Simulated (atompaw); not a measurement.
**Ranking PAW (atompaw) potentials for Al**

All share these settings but for the change named:

aluminium, PAW, made with atompaw 4.2.0.5 (PBE, scalar-relativistic). Core [Ne], reference 3s2 3p1. Waves: 3s (bound): rc 2.05 bohr; 3s channel at 3.55 Ry: rc 2.05 bohr; 3p (bound): rc 2.05 bohr; 3p channel at 0.7 Ry: rc 2.05 bohr. Local part: bessel scheme, radius 1.95 bohr. Core correction: smooth core density matched at 1.30 bohr. Augmentation charge: sinc compensation charge, radius 2.00 bohr; PAW radius 2.05 bohr; waves and projectors: custom rrkj vanderbiltortho.

Cutoff: the first of the cutoffs (Ry, on a coarse ladder) from which the occupation-weighted sum of valence levels, in a spherical-Bessel basis at the reference potential, stays within 10 and 1 mRy of its value at 400 Ry; the density cutoff is not measured.

The base gives 6 Ry.

Of 8 variants that were run, those that failed, showed a ghost or another fault, or gave nearly equal values are left out.

A variant can come out equal or close to the base.

Problem. Rank these variants from softest to hardest (loose cutoff).
A. all radii scaled by about 0.82 (s 1.68, p 1.68 bohr); local potential bessel scheme, radius 1.60 bohr; augmentation sinc compensation charge, radius 1.64 bohr; PAW radius 1.68 bohr; waves and projectors: custom rrkj vanderbiltortho; core correction smooth core density matched at 1.06 bohr
B. all radii scaled by about 1.21 (s 2.48, p 2.48 bohr); local potential bessel scheme, radius 2.36 bohr; augmentation sinc compensation charge, radius 2.42 bohr; PAW radius 2.48 bohr; waves and projectors: custom rrkj vanderbiltortho; core correction smooth core density matched at 1.58 bohr
C. all radii scaled by about 0.88 (s 1.80, p 1.80 bohr); local potential bessel scheme, radius 1.70 bohr; augmentation sinc compensation charge, radius 1.76 bohr; PAW radius 1.80 bohr; waves and projectors: custom rrkj vanderbiltortho; core correction smooth core density matched at 1.14 bohr

Solution. B (6 Ry), C (8 Ry), A (10 Ry).
